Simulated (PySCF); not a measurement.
disilanyl(ethenyl)silane (C₂H₁₀Si₃), SMILES C=C[SiH2][SiH2][SiH3]. Heavy atoms are numbered as in [CH2:1]=[CH:2][SiH2:3][SiH2:4][SiH3:5]. Hydrogens are named by the atom that carries them.

The structure is a stationary point at B3LYP-D3(BJ)/def2-SVP. The values are those of a single conformer.

These are PBE/def2-TZVP (PySCF) values and carry that method's errors.

ESP charges are fitted to the potential on shells at 1.4 to 2.0 van der Waals radii. Atomic charges (e), one atom of each kind:

```json
[
 {"atom": "C1 (CH2)", "ESP fit": "___", "IAO": "-0.28", "Löwdin": "-0.21"},
 {"atom": "C2 (CH)", "ESP fit": "-0.11", "IAO": "-0.41", "Löwdin": "-0.32"},
 {"atom": "Si3 (SiH2)", "ESP fit": "0.10", "IAO": "0.45", "Löwdin": "0.17"},
 {"atom": "Si4 (SiH2)", "ESP fit": "0.07", "IAO": "0.12", "Löwdin": "0.03"},
 {"atom": "Si5 (SiH3)", "ESP fit": "0.05", "IAO": "0.26", "Löwdin": "0.09"},
 {"atom": "H on C1", "ESP fit": "___", "IAO": "0.15", "Löwdin": "0.12"},
 {"atom": "H on C2", "ESP fit": "___", "IAO": "0.16", "Löwdin": "0.14"},
 {"atom": "H on Si3", "ESP fit": "-0.04", "IAO": "-0.09", "Löwdin": "-0.02"},
 {"atom": "H on Si4", "ESP fit": "___", "IAO": "-0.08", "Löwdin": "-0.02"},
 {"atom": "H on Si5", "ESP fit": "___", "IAO": "-0.09", "Löwdin": "-0.03"}
]
```

Question: Fill in the missing entries. (The exact figures need the calculation; the answer reports its results.)

Answer: 
- C1 (CH2), ESP fit: -0.41
- H on C1, ESP fit: 0.19
- H on C2, ESP fit: 0.14
- H on Si4, ESP fit: -0.03
- H on Si5, ESP fit: -0.02

Computed Mayer and Wiberg (Löwdin basis) orders of the bonds:
| bond | Mayer | Wiberg |
|---|---|---|
| C1–C2 | 1.93 | 2.21 |
| C2–Si3 | 1.00 | 1.16 |
| Si3–Si4 | 0.95 | 1.10 |
| Si4–Si5 | 0.97 | 1.18 |
